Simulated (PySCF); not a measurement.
NO, doublet, geometry from GFN2-xTB; PBE/def2-TZVP (PySCF).

Input for PySCF:
```python
from pyscf import gto, scf, dft

mol = gto.M(
    atom='''
N    -0.000000   -0.000000   -0.616255
O     0.000000    0.000000    0.539223
''',
    basis='def2-tzvp',
    charge=0,
    spin=1,
    verbose=4,
)

mf = dft.UKS(mol)
mf.xc = 'pbe'
mf = mf.newton()
mf.kernel()
mf.analyze()
```

What the program printed (banner, timings and long lists left out):

```
PySCF version 2.14.0

[INPUT] verbose = 4
[INPUT] num. atoms = 2
[INPUT] num. electrons = 15
[INPUT] charge = 0
[INPUT] spin (= nelec alpha-beta = 2S) = 1
[INPUT] symmetry False subgroup None
[INPUT] Mole.unit = angstrom
[INPUT] Symbol           X                Y                Z      unit          X                Y                Z       unit  Magmom
[...]
nuclear repulsion = 25.6464630321997
number of shells = 22
number of NR pGTOs = 92
number of NR cGTOs = 62
basis = def2-tzvp
ecp = {}

******** <class 'pyscf.soscf.newton_ah.SecondOrderUKS'> ********
method = SecondOrderUKS
initial guess = minao
damping factor = 0
level_shift factor = 0
DIIS = <class 'pyscf.scf.diis.CDIIS'>
diis_start_cycle = 1
diis_space = 8
diis_damp = 0
SCF conv_tol = 1e-09
SCF conv_tol_grad = None
SCF max_cycles = 50
direct_scf = True
direct_scf_tol = 1e-13
number electrons alpha = 8  beta = 7
XC library pyscf.dft.libxc version 7.1.2
    S. Lehtola, C. Steigemann, M. J. T. Oliveira, and M. A. L. Marques,  SoftwareX 7, 1–5 (2018)
XC functionals = pbe
    J. P. Perdew, K. Burke, and M. Ernzerhof,  Phys. Rev. Lett. 77, 3865 (1996)
    J. P. Perdew, K. Burke, and M. Ernzerhof,  Phys. Rev. Lett. 78, 1396 (1997)
    J. P. Perdew, K. Burke, and M. Ernzerhof,  Phys. Rev. Lett. 77, 3865 (1996)
    J. P. Perdew, K. Burke, and M. Ernzerhof,  Phys. Rev. Lett. 78, 1396 (1997)
radial grids:
    Treutler-Ahlrichs [JCP 102, 346 (1995); DOI:10.1063/1.469408] (M4) radial grids

becke partition: Becke, JCP 88, 2547 (1988); DOI:10.1063/1.454033
pruning grids: <function nwchem_prune>
grids dens level: 3
symmetrized grids: False
atomic radii adjust function: <function treutler_atomic_radii_adjust>
small_rho_cutoff = 0
******** <class 'pyscf.dft.uks.UKS'> Newton solver flags ********
SCF tol = 1e-09
conv_tol_grad = None
max. SCF cycles = 50
direct_scf = True
direct_scf_tol = 1e-13
max_cycle_inner = 12
max_stepsize = 0.05
ah_start_tol = 1e+09
ah_level_shift = 0
ah_conv_tol = 1e-12
ah_lindep = 1e-14
ah_start_cycle = 1
ah_max_cycle = 40
ah_grad_trust_region = 2.5
kf_interval = 4
kf_trust_region = 5
canonicalization = True
Set conv_tol_grad to 3.16228e-05
tot grids = 27984

Initial guess E= -129.768543784051  |g|= 0.373818
macro= 0  E= -129.816039978611  delta_E= -0.0474962  |g|= 0.024637  3 KF 9 JK
macro= 1  E= -129.816076141255  delta_E= -3.61626e-05  |g|= 0.000886776  2 KF 8 JK
macro= 2  E= -129.816076141258  delta_E= -2.55795e-12  |g|= 6.70571e-06  1 KF 2 JK
Canonicalize SCF orbitals
[...]
converged SCF energy = -129.816076141258  <S^2> = 0.7518716  2S+1 = 2.0018707
Total Energy =                        -129.816076141257810
[...]
spin_pop of  0 N 2px       0.11237
spin_pop of  0 N 2py       0.55613
spin_pop of  0 N 2pz      -0.00545
spin_pop of  0 N 3px       0.00161
spin_pop of  0 N 3py       0.00799
spin_pop of  0 N 3pz       0.00019
spin_pop of  0 N 4px       0.00005
spin_pop of  0 N 4py       0.00025
spin_pop of  0 N 4pz       0.00000
spin_pop of  0 N 3dxy     -0.00012
spin_pop of  0 N 3dyz     -0.00010
spin_pop of  0 N 3dz^2     0.00021
spin_pop of  0 N 3dxz     -0.00011
spin_pop of  0 N 3dx2-y2   -0.00011
spin_pop of  0 N 4dxy      0.00000
spin_pop of  0 N 4dyz      0.00008
spin_pop of  0 N 4dz^2     0.00001
spin_pop of  0 N 4dxz      0.00002
spin_pop of  0 N 4dx2-y2    0.00000
spin_pop of  0 N 4f-3     -0.00001
spin_pop of  0 N 4f-2     -0.00001
spin_pop of  0 N 4f-1     -0.00008
spin_pop of  0 N 4f+0     -0.00008
spin_pop of  0 N 4f+1     -0.00004
spin_pop of  0 N 4f+2     -0.00001
spin_pop of  0 N 4f+3     -0.00001
spin_pop of  1 O 1s       -0.00000
spin_pop of  1 O 2s        0.00357
spin_pop of  1 O 3s       -0.00006
spin_pop of  1 O 4s       -0.00004
spin_pop of  1 O 5s        0.00000
spin_pop of  1 O 2px       0.04064
spin_pop of  1 O 2py       0.27815
spin_pop of  1 O 2pz      -0.00669
spin_pop of  1 O 3px       0.00068
spin_pop of  1 O 3py       0.00250
spin_pop of  1 O 3pz       0.00018
spin_pop of  1 O 4px       0.00004
spin_pop of  1 O 4py       0.00023
spin_pop of  1 O 4pz       0.00004
spin_pop of  1 O 3dxy     -0.00003
spin_pop of  1 O 3dyz     -0.00017
spin_pop of  1 O 3dz^2    -0.00005
spin_pop of  1 O 3dxz     -0.00014
spin_pop of  1 O 3dx2-y2   -0.00003
spin_pop of  1 O 4dxy     -0.00000
spin_pop of  1 O 4dyz     -0.00001
spin_pop of  1 O 4dz^2     0.00002
spin_pop of  1 O 4dxz     -0.00000
spin_pop of  1 O 4dx2-y2   -0.00000
spin_pop of  1 O 4f-3     -0.00001
spin_pop of  1 O 4f-2     -0.00000
spin_pop of  1 O 4f-1     -0.00003
spin_pop of  1 O 4f+0     -0.00003
spin_pop of  1 O 4f+1     -0.00002
spin_pop of  1 O 4f+2     -0.00000
spin_pop of  1 O 4f+3     -0.00001
 ** Mulliken Spin Density (per atom)  **
spin density of  0 N =      0.68128
spin density of  1 O =      0.31872
 ** Mulliken pop alpha/beta on meta-lowdin orthogonal AOs **
 ** Mulliken pop       alpha | beta **
In total             8.00000 | 7.00000
 ** Mulliken atomic charges   ( Nelec_alpha | Nelec_beta ) **
charge of  0N =      0.05673  (     3.81228      3.13100 )
charge of  1O =     -0.05673  (     4.18772      3.86900 )
Dipole moment(X, Y, Z, Debye): -0.00000,  0.00000,  0.21039
```
